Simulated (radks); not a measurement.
Task: Charge is removed step by step from the 5s down level of the promethium ion Pm+, starting from [Kr] 4d10 4f5 5s(up 1, down 1) 5p6 6s1. Level of theory: scalar-relativistic Kohn-Sham, PBE, spin-polarised, spherical densities, finite nucleus; open shells are filled with parallel spins first (spin-orbit coupling, left out, can overturn this in heavy ions); Fermi nuclear charge, rms radius 4.962 fm (a radial shooting solver on a logarithmic mesh with Libxc functionals). At the starting occupation the eigenvalue is -46.347 eV. Estimate the energy to remove one whole electron from this level, the eigenvalue at the end, and how far E(n) bends from a straight line.

Result: Delta-SCF 52.119 eV; final eigenvalue -58.130 eV; the deviation from the straight line is -1.475 eV at 0.5 electron removed, the largest on the grid computed. Slater's transition state (half an electron removed) gives 52.101 eV. Integrating minus the eigenvalue over the occupation (Janak's theorem) gives 52.146 eV. In this scalar-relativistic scheme the density is built from large components alone, so the theorem holds only approximately. The mean slope of the eigenvalue, de/dn, is 11.8 eV per electron.
